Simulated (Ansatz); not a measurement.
GeH₈N₂OSi, SMILES `[NH2][GeH2][SiH](N)O`. Total charge 0; spin multiplicity 1. The structure was optimised at the PBE0-D4/def2-TZVP level. It is one conformer, not always the lowest.

```xyz
13

N    -2.382    0.315   -0.707
Ge   -0.608    0.385   -1.222
Si    0.682    0.215    0.765
N     2.277   -0.265    0.391
O    -0.229   -0.850    1.651
H    -3.035    0.177   -1.467
H    -2.542   -0.402   -0.012
H    -0.204   -0.744   -2.214
H    -0.405    1.715   -1.974
H     0.850    1.481    1.530
H     2.491   -1.023   -0.235
H     3.071    0.016    0.939
H     0.034   -1.020    2.557
```

**Question.** What is the dipole moment at PBE/def2-TZVPP? (Estimate.)

**Answer.** Computed: 2.56 D, with components (1.77, -1.49, 1.11) D in this frame, pointing from negative to positive charge.

**Question.** And with r2SCAN, B3LYP, ωB97M-V? (Estimate.)

**Answer.** Computed: r2SCAN 2.63 D, B3LYP 2.62 D, ωB97M-V 2.67 D.

**Question.** Give the Mulliken charges with PBE, r2SCAN, ωB97M-V in def2-TZVPP. (Estimate.)

**Answer.** Computed: 
```json
{"atom": "N1", "PBE": "-0.40", "r2SCAN": "-0.44", "ωB97M-V": "-0.38"}
{"atom": "Ge2", "PBE": "0.18", "r2SCAN": "0.22", "ωB97M-V": "0.13"}
{"atom": "Si3", "PBE": "0.37", "r2SCAN": "0.51", "ωB97M-V": "0.47"}
{"atom": "N4", "PBE": "-0.38", "r2SCAN": "-0.45", "ωB97M-V": "-0.36"}
{"atom": "O5", "PBE": "-0.34", "r2SCAN": "-0.41", "ωB97M-V": "-0.37"}
{"atom": "H6", "PBE": "0.13", "r2SCAN": "0.13", "ωB97M-V": "0.10"}
{"atom": "H7", "PBE": "0.14", "r2SCAN": "0.15", "ωB97M-V": "0.11"}
{"atom": "H8", "PBE": "-0.06", "r2SCAN": "-0.07", "ωB97M-V": "-0.04"}
{"atom": "H9", "PBE": "-0.03", "r2SCAN": "-0.03", "ωB97M-V": "0.00"}
{"atom": "H10", "PBE": "-0.10", "r2SCAN": "-0.12", "ωB97M-V": "-0.06"}
{"atom": "H11", "PBE": "0.15", "r2SCAN": "0.16", "ωB97M-V": "0.12"}
{"atom": "H12", "PBE": "0.15", "r2SCAN": "0.16", "ωB97M-V": "0.12"}
{"atom": "H13", "PBE": "0.18", "r2SCAN": "0.19", "ωB97M-V": "0.17"}
```

B3LYP here is the variant with VWN-RPA as its local correlation; programs differ in this.
